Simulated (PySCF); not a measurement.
C2H7GaO, SMILES C[O][GaH][CH3].

Geometry optimised at r2SCAN-D4/def2-SVP. The structure was generated by enumeration; whether it is a known compound was not checked. The values are those of a single conformer.

Level of theory: PySCF with r2SCAN-D4/def2-SVP.

Frequencies are harmonic and unscaled.

| mode | ν (cm⁻¹) | IR (km/mol) | Raman (Å⁴/amu) | depolarisation | moving atoms (share of kinetic energy) |
|---|---|---|---|---|---|
| 1 | 42 | 0.2 | 0.2 | 0.75 | H 94 % |
| 2 | 115 | 0.8 | 0.1 | 0.75 | H 92 % |
| 3 | 121 | 0.8 | 1.4 | 0.61 | C 47 %, H 30 %, Ga 20 % |
| 4 | 122 | 4.8 | 0.1 | 0.75 | O 43 %, H 28 %, C 28 % |
| 5 | 247 | 8.9 | 2.1 | 0.37 | O 34 %, C 32 %, H 25 %, Ga 9 % |
| 6 | 434 | 36.2 | 4.4 | 0.75 | H 92 % |
| 7 | 571 | 33.0 | 26.0 | 0.22 | H 39 %, C 36 %, O 17 % |
| 8 | 592 | 118.5 | 2.7 | 0.34 | H 46 %, C 33 %, Ga 20 % |
| 9 | 636 | 28.2 | 8.3 | 0.66 | O 41 %, H 34 %, Ga 13 %, C 12 % |
| 10 | 706 | 46.6 | 1.0 | 0.75 | H 80 %, C 17 % |
| 11 | 759 | 84.9 | 3.3 | 0.44 | H 80 %, C 18 % |
| 12 | 1133 | 198.4 | 6.9 | 0.60 | O 45 %, C 40 %, H 15 % |
| 13 | 1177 | 0.0 | 0.9 | 0.75 | H 76 %, C 19 % |
| 14 | 1198 | 35.1 | 1.8 | 0.16 | H 61 %, C 22 %, O 16 % |
| 15 | 1207 | 9.2 | 4.0 | 0.12 | H 80 %, C 20 % |
| 16 | 1424 | 2.5 | 12.3 | 0.72 | H 96 % |
| 17 | 1428 | 3.5 | 7.7 | 0.75 | H 95 % |
| 18 | 1466 | 0.6 | 23.5 | 0.75 | H 97 % |
| 19 | 1469 | 33.9 | 12.1 | 0.66 | H 88 %, C 11 % |
| 20 | 1478 | 4.2 | 32.6 | 0.69 | H 97 % |
| 21 | 1963 | 180.9 | 146.5 | 0.18 | H 99 % |
| 22 | 2959 | 118.8 | 165.7 | 0.01 | H 97 % |
| 23 | 3040 | 3.3 | 151.3 | 0.00 | H 97 % |
| 24 | 3041 | 62.3 | 120.9 | 0.43 | H 91 %, C 9 % |
| 25 | 3059 | 47.7 | 155.8 | 0.75 | H 90 %, C 10 % |
| 26 | 3141 | 3.0 | 95.8 | 0.75 | H 91 %, C 9 % |
| 27 | 3165 | 2.1 | 85.1 | 0.75 | H 91 %, C 9 % |
